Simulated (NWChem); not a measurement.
Species: BNH2Br2; SMILES BrB(N)Br

```xyz
6

B      0.0000     0.0000    -0.6288
Br     1.6774     0.0000     0.3363
Br    -1.6774     0.0000     0.3363
N      0.0000     0.0000    -2.0239
H     -0.8618     0.0000    -2.5703
H      0.8618     0.0000    -2.5703
```
Atoms are numbered in this order, from 1.

Level: PBE-D3(BJ)/def2-SVP (NWChem), optimised geometry, unscaled harmonic frequencies. This build's default masses of Se (78.918 u) and Br (79.917 u) are each other's, which moves their modes by up to 0.6 %.

Task: List the harmonic frequencies with IR intensities, and the thermochemistry.

Result: 
```json
[
 {"frequency (cm⁻¹)": "162", "IR intensity (km/mol)": "0.2"},
 {"frequency (cm⁻¹)": "271", "IR intensity (km/mol)": "0.4"},
 {"frequency (cm⁻¹)": "413", "IR intensity (km/mol)": "20.6"},
 {"frequency (cm⁻¹)": "423", "IR intensity (km/mol)": "9.9"},
 {"frequency (cm⁻¹)": "509", "IR intensity (km/mol)": "141.6"},
 {"frequency (cm⁻¹)": "552", "IR intensity (km/mol)": "0.0"},
 {"frequency (cm⁻¹)": "681", "IR intensity (km/mol)": "86.6"},
 {"frequency (cm⁻¹)": "994", "IR intensity (km/mol)": "237.9"},
 {"frequency (cm⁻¹)": "1314", "IR intensity (km/mol)": "85.2"},
 {"frequency (cm⁻¹)": "1526", "IR intensity (km/mol)": "188.1"},
 {"frequency (cm⁻¹)": "3511", "IR intensity (km/mol)": "61.5"},
 {"frequency (cm⁻¹)": "3622", "IR intensity (km/mol)": "41.4"}
]
```

The zero-point energy is 20.0 kcal/mol and the thermal correction to the enthalpy at 298.15 K (with zero-point energy) is 23.7 kcal/mol. The heat capacity Cv is 16.3 cal/(mol K) and the entropy at 298.15 K and 1 atm (symmetry number 2) comes out as 76.1 cal/(mol K). The dipole moment is 2.99 D.

Rigid rotor and harmonic oscillator.
